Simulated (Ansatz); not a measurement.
Geometry optimisation, RHF/def2-SVP in Ansatz 0.2.0.

Input file:

```yaml
crystal:
  periodic: [false, false, false]
  atoms:
    - { symbol: B, position_ang: [0.0, 0.0, 0.0] }
    - { symbol: H, position_ang: [0.0, 0.0, 1.54] }
    - { symbol: Cl, position_ang: [1.6108, 0.0, -0.93] }
    - { symbol: F, position_ang: [-1.1431, 0.0, -0.66] }
    - { symbol: Si, position_ang: [0.4732, -2.0821, 0.7095] }
    - { symbol: H, position_ang: [-0.4416, -3.0308, 0.0812] }
    - { symbol: H, position_ang: [1.847, -2.4197, 0.3481] }
    - { symbol: H, position_ang: [0.3219, -2.1489, 2.1601] }
    - { symbol: H, position_ang: [0.1933, -0.8503, 1.6809] }
basis:
  gaussian: { orbitals: def2-SVP }
hamiltonian:
  xc: hf
relax:
  f_tol: 0.15
  max_steps: 25
  restrain:
    - { distance: [0, 4], at: 3.15, k: 30.0 }
    - { distance: [8, 1], at: 1.86, k: 30.0 }
    - { distance: [0, 1], at: 1.19, k: 30.0 }
    - { distance: [8, 4], at: 1.46, k: 30.0 }
output:
  orbitals: {}
```

Launched with:

```bash
$ ansatz run input.yaml --threads 1 --pin off --max-ram 2048MiB --backend cpu --events-out ev --progress --plain --runs-dir out
```

Q: Where does it end, and by what steps?

A: It converged. The restraints hold the end off the free minimum. After 11 steps the energy has fallen by 6.549 eV (the restraints' own energy left out); H8 moved furthest, 1.07 Å. Joined: B1–H2 (1.54 → 1.19 Å).

```tsv
step	energy less start (eV)	largest force component (eV/Å)	accepted
0	0.0000	5.349	yes
1	-1.0110	3.721	yes
2	-2.2752	3.308	yes
3	-3.5934	3.311	yes
4	-4.8926	2.677	yes
5	-5.8294	1.753	yes
6	-6.3422	0.748	yes
7	-6.5024	0.772	yes
8	-6.5393	0.652	yes
9	-6.5429	0.641	yes
10	-6.5506	0.649	no
11	-6.5486	0.645	yes
```

```xyz
9
Properties=species:S:1:pos:R:3
B -0.041 0.410 -0.092
H 0.006 0.802 1.026
Cl 1.378 0.471 -1.133
F -1.164 -0.011 -0.609
Si 0.538 -2.445 1.146
H -0.431 -2.901 0.124
H 1.921 -2.652 0.664
H 0.328 -3.193 2.406
H 0.327 -1.013 1.398
```

The run took 19 s on 1 thread of Arm Neoverse V2, on a shared host, peak memory 0.16 GiB.
